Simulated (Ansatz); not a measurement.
The input (input.yaml):

```yaml
crystal:
  periodic: [false, false, false]
  atoms:
    - { symbol: C, position_ang: [-0.7937, 1.3987, -0.1006] }
    - { symbol: C, position_ang: [-0.188, 0.2848, -0.0016] }
    - { symbol: Si, position_ang: [-0.1614, -0.6181, 1.5938] }
    - { symbol: Ge, position_ang: [0.7984, -0.4499, -1.5255] }
    - { symbol: H, position_ang: [-1.13979, 0.47316, -0.4983] }
    - { symbol: H, position_ang: [-1.3595, 1.8932, 0.7366] }
    - { symbol: H, position_ang: [1.2975, -0.7592, 2.0398] }
    - { symbol: H, position_ang: [-0.6831, -1.9364, 1.4256] }
    - { symbol: H, position_ang: [-0.8773, 0.136, 2.6751] }
    - { symbol: H, position_ang: [1.8036, 0.5388, -1.9941] }
    - { symbol: H, position_ang: [-0.3113, -0.7203, -2.6334] }
    - { symbol: H, position_ang: [1.4211, -1.7879, -1.1041] }
basis:
  gaussian: { orbitals: def2-mTZVP }
hamiltonian:
  xc: pbe
  dispersion: d4
relax:
  f_tol: 0.02
  max_steps: 50
```

Launched with:

```bash
$ ansatz run input.yaml --threads 2 --pin off --max-ram 3072MiB --backend cpu --events-out ev --progress --plain --runs-dir out
```

Hardware: 2 threads of Intel(R) Xeon(R) Platinum 8375C CPU @ 2.90GHz (Ice Lake), on a shared host.

**Question.** Roughly how long does this run take, and how much memory?

**Answer.** 50 s, with a peak of 0.19 GiB, for 24 ionic steps.
